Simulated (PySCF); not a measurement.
Level of theory: TPSSh-D3(BJ)/def2-TZVP // r2SCAN-D4/def2-SVP run with PySCF. Gas-phase values, no solvent. One relaxed conformer stands for a flexible species; it need not be the lowest. 

Reference species: [Nb(F)3(NH2)2] (neutral, multiplicity 1).

```json
{
  "coordination_number": "5",
  "charge on the central atom (Mulliken)": "1.94 e",
  "LUMO": "-3.22 eV",
  "HOMO": "-7.24 eV"
}
```

After one change: the coordination number stays essentially unchanged; the charge on the central atom (Mulliken) goes up by 0.08 e; the LUMO decreases by 0.68 eV; the HOMO drops by 3.92 eV.

Question: Name the change that produced these shifts. The new species is one of these.
A. [Nb(NH2)5]
B. [Nb(F)5]
C. [Nb(F)(NH2)4]
D. [Nb(F)2(NH2)3]

Answer: B, [Nb(F)5]
